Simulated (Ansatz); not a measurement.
Ansatz (a first-principles code) input (B3LYP/6-311+G**): The .json file is the Basis Set Exchange's 6-311+G**.

Ansatz 0.2 input:
```yaml
crystal:
  periodic: [false, false, false]
  atoms:
    - {symbol: C, position_ang: [-2.38256400, -0.00941300, 0.17512300]}
    - {symbol: C, position_ang: [-1.07179200, 0.39012300, 0.08427800]}
    - {symbol: C, position_ang: [-0.00505900, -0.48402400, -0.00637800]}
    - {symbol: Cl, position_ang: [1.62069300, 0.06296300, -0.11833500]}
    - {symbol: H, position_ang: [-3.18143700, 0.71409000, 0.24397600]}
    - {symbol: H, position_ang: [-2.65391000, -1.05719600, 0.18047000]}
    - {symbol: H, position_ang: [-0.84544300, 1.45115900, 0.08242600]}
    - {symbol: H, position_ang: [-0.11450500, -1.55853300, -0.01331200]}
basis:
  gaussian:
    orbitals: 6-311+G__.json
hamiltonian:
  xc: {name: B3LYP}
magnetization: {spin_polarized: true, initial_magnetization: 1}
output: {forces: true}
```

Output:

```
Functional definition: B3LYP
integrals: 0.05 GiB planned
1002 factors; their error is unknown
mean field: 0.56 GiB planned
mean field evaluation 1: about -15685.8776 eV, gradient 4.9e1 eV
mean field evaluation 2: about -15649.6434 eV, gradient 8.3e1 eV
mean field evaluation 4: about -15697.9382 eV, gradient 1.4e1 eV
mean field evaluation 8: about -15698.9040 eV, gradient 1.6e-1 eV
mean field evaluation 16: about -15698.9040 eV, gradient 5.4e-4 eV
mean field -15698.90402518 eV, -576.9240818259 hartree, gradient 5.7e-5 eV, S^2 0.776398; 0 other end points of the search recorded, 0 dependent functions left out
the calculation of the forces begins
reference -15698.90432504 eV, -576.9240928456 hartree; 20, 19 occupied and 101, 102 virtual orbitals, 1002 factors
Total energy: -15698.90432504 eV, -576.9240928456 hartree
Atom 0 at    -2.382564    -0.009413     0.175123 Å, force    -0.157988    -0.044242     0.011004 eV/Å
Atom 1 at    -1.071792     0.390123     0.084278 Å, force     0.062487     0.125083    -0.002852 eV/Å
Atom 2 at    -0.005059    -0.484024    -0.006378 Å, force    -0.204723    -0.172260     0.012656 eV/Å
Atom 3 at     1.620693     0.062963    -0.118335 Å, force     0.360576     0.097454    -0.025164 eV/Å
Atom 4 at    -3.181437     0.714090     0.243976 Å, force    -0.052145     0.038871     0.004378 eV/Å
Atom 5 at    -2.653910    -1.057196     0.180470 Å, force    -0.027264    -0.055486     0.001232 eV/Å
Atom 6 at    -0.845443     1.451159     0.082426 Å, force    -0.001082     0.063273     0.000962 eV/Å
Atom 7 at    -0.114505    -1.558533    -0.013312 Å, force     0.020139    -0.052694    -0.002216 eV/Å
Dipole moment:    -0.249895    -0.060068     0.017544 e Å
```

The geometry given is a B3LYP-D3(BJ)/def2-TZVP minimum.
